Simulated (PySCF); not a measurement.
Compound: C6H8O (charge +1 and doublet state).
Cartesian coordinates in Å at the GFN2-xTB level; atoms count from 1:
```xyz
15
C6H8O angstrom
C      2.4733    0.3350   -0.3395
C      1.0836   -0.0892   -0.3077
C      0.5072   -1.3680   -0.4712
C     -0.8574   -1.1995   -0.3551
C     -1.0720    0.1762   -0.1234
C     -2.3029    0.9236    0.0712
O      0.1109    0.8110   -0.1000
H      2.5802    1.3554    0.0217
H      3.1014   -0.3528    0.2309
H      2.8584    0.2886   -1.3657
H      1.0452   -2.2780   -0.6477
H     -1.6213   -1.9483   -0.4234
H     -3.0353    0.3326    0.6223
H     -2.7683    1.1440   -0.8985
H     -2.1073    1.8774    0.5586
```

The species is `CC1=C[CH][C+](C)O1` [radical] (charge +1).

Computed with UKS B3LYP, pcH-1 on C H O, non-relativistic, mean-field spin-orbit, GIAO in PySCF 2.14.0. Isolated species at its GFN2-xTB geometry, gas phase. GFN2-xTB frequencies show an imaginary mode (24i cm⁻¹), so this geometry is no minimum at that level. A GFN2-xTB geometry isn't a minimum of the functional, and hyperfine couplings can be far from their values at a DFT geometry, by a factor of two or more for some ions and for spin on atoms past the first row. No stability test was run, so a lower SCF solution isn't excluded.

Where do the isotropic ENDOR lines of C2/C5, C1/C6, C3/C4, H8 (×6) and H11/H12 fall at 1219.8 mT, to first order?

For S = 1/2 in fast tumbling each set of equivalent nuclei gives two lines, ν± = |νn ± a/2| to first order, with νn = g_N μN B/h and μN/h = 7.62259 MHz/T.

```
 nuclei  isotope     g_N  νn (MHz)  a_iso (MHz)  lower line (MHz)  upper line (MHz)
  C2/C5      13C  1.4048     13.06        40.39              7.13             33.26
  C1/C6      13C  1.4048     13.06       -16.92              4.60             21.52
  C3/C4      13C  1.4048     13.06        -5.59             10.27             15.86
H8 (×6)       1H  5.5857     51.94        58.86             22.51             81.37
H11/H12       1H  5.5857     51.94        -9.00             47.44             56.44
```

The rows for 13C, of low natural abundance, apply to labelled samples.

Which pairs are centred on the nuclear Larmor frequency, and which on half the coupling?

Centred on νn, since |a| < 2νn: C1/C6, C3/C4, H8 (×6) and H11/H12. Centred on |a|/2 and split by 2νn: C2/C5.

At what field would the lower line of C3/C4 fall to zero frequency?

Where νn = |a|/2, that is B = 2.79 MHz/(1.4048 × 7.62259 MHz/T) = 261 mT, as far as first order holds there.

Means are taken over nuclei equivalent by connectivity, which assumes that they swap fast. The six 1H nuclei of mean +58.9 MHz run from 5.8 to 118.0 MHz in the frozen geometry.

Largest spin populations (Mulliken): C5 (+0.43), C2 (+0.42), C3 (+0.07) and C4 (+0.07).

The SMILES draws the unpaired electron on C4; the largest computed Mulliken spin population is on C5 (0.43 against 0.07).
